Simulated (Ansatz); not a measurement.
C$_{4}$H$_{7}$InO, SMILES `C=C=C[O][InH][CH3]`, relaxed with RKS PBE0-D4/def2-TZVP in Ansatz 0.2.0 from a GFN2-xTB geometry. The force threshold is 0.005 eV/Å; the program also tests the step.

The species carries charge 0 and has multiplicity 1. In takes the def2 core potential.

Start:

```xyz
13

C    -0.720    2.783    0.884
C    -1.233    1.705    0.369
C    -1.745    0.634   -0.173
O    -1.054   -0.459   -0.563
In    0.663   -0.996    0.342
C     1.664   -2.462   -0.985
H    -0.386    3.607    0.267
H    -0.631    2.926    1.953
H    -2.817    0.571   -0.364
H     0.861   -0.259    1.901
H     0.868   -2.803   -1.643
H     2.438   -1.957   -1.560
H     2.092   -3.290   -0.427
```

| step | energy (eV) | largest force (eV/Å) | largest move (Å) |
| --- | --- | --- | --- |
| 1 | -11476.2462 | 1.038 | 0.000 |
| 2 (rejected) | -11476.2070 | 1.186 | 0.195 |
| 3 | -11476.3022 | 0.378 | 0.095 |
| 4 | -11476.3087 | 0.190 | 0.070 |
| 5 | -11476.3104 | 0.166 | 0.022 |
| 6 | -11476.3121 | 0.146 | 0.017 |
| 7 | -11476.3130 | 0.082 | 0.025 |
| 8 | -11476.3136 | 0.055 | 0.026 |
| 9 | -11476.3149 | 0.088 | 0.082 |
| 10 | -11476.3153 | 0.072 | 0.049 |
| 11 | -11476.3158 | 0.069 | 0.053 |
| 17 | -11476.3176 | 0.060 | 0.041 |
| 23 | -11476.3190 | 0.028 | 0.049 |
| 29 | -11476.3296 | 0.275 | 0.054 |
| 35 | -11476.3712 | 0.482 | 0.154 |
| 41 | -11476.3854 | 0.094 | 0.017 |
| 47 | -11476.3880 | 0.023 | 0.014 |
| 53 | -11476.3893 | 0.059 | 0.022 |
| 59 | -11476.3907 | 0.040 | 0.058 |
| 65 | -11476.3922 | 0.053 | 0.021 |
| 71 | -11476.3932 | 0.040 | 0.034 |
| 77 | -11476.3935 | 0.011 | 0.008 |
| 83 (rejected) | -11476.3935 | 0.034 | 0.036 |
| 89 | -11476.3937 | 0.005 | 0.009 |
| 94 | -11476.3937 | 0.001 | 0.001 |

End:

```xyz
13

C    -0.072    2.014    0.292
C    -1.091    1.217    0.061
C    -2.001    0.269   -0.073
O    -1.756   -0.994    0.246
In    0.262   -0.964    0.849
C     1.487   -1.416   -0.835
H     0.674    2.236   -0.472
H     0.048    2.538    1.241
H    -2.994    0.501   -0.463
H     0.363   -0.908    2.552
H     0.985   -1.056   -1.733
H     2.465   -0.942   -0.747
H     1.629   -2.495   -0.918
```

Run time 4.2 min (2 threads of an AMD EPYC 7R13 on a shared host and a share of an NVIDIA H100 80 GB); peak host memory 0.88 GiB.
